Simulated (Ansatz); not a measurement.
Mulliken charges of C₂H₅NOSe, SMILES `N=COC[SeH]` from B3LYP/def2-TZVPP in Ansatz (PBE0-D4/def2-TZVP geometry).

```
atom   x (Å)   y (Å)   z (Å)  charge (e)
  N1  -1.074  -1.225  -1.382      -0.279
  C2   0.142  -0.934  -1.255       0.096
  O3   0.776  -0.219  -0.299      -0.230
  C4  -0.028   0.307   0.733      -0.137
 Se5   1.065   1.236   2.032      -0.021
  H6  -1.663  -0.857  -0.639       0.129
  H7   0.875  -1.270  -1.987       0.130
  H8  -0.776   0.995   0.334       0.138
  H9  -0.529  -0.492   1.288       0.133
 H10   1.294   2.408   1.177       0.042
```

Problem. By hand: the dipole of these point charges (1 e Å = 4.8032 D).

Solution. Σ q r = (-0.108, 0.132, 0.117) e Å, of length 0.207 e Å = 0.99 D.

Problem. How does the dipole of the full density compare? (An estimate is asked.)

Solution. Ansatz gave: (-0.006, 0.267, 0.213) e Å, 1.64 D; the point charges give 0.60 times that, at 31° from its direction.

Point charges leave out the atoms' own dipoles, such as those of lone pairs, and Mulliken's split depends on the basis, so the two needn't agree.

B3LYP here is the variant with VWN-RPA as its local correlation; programs differ in this.
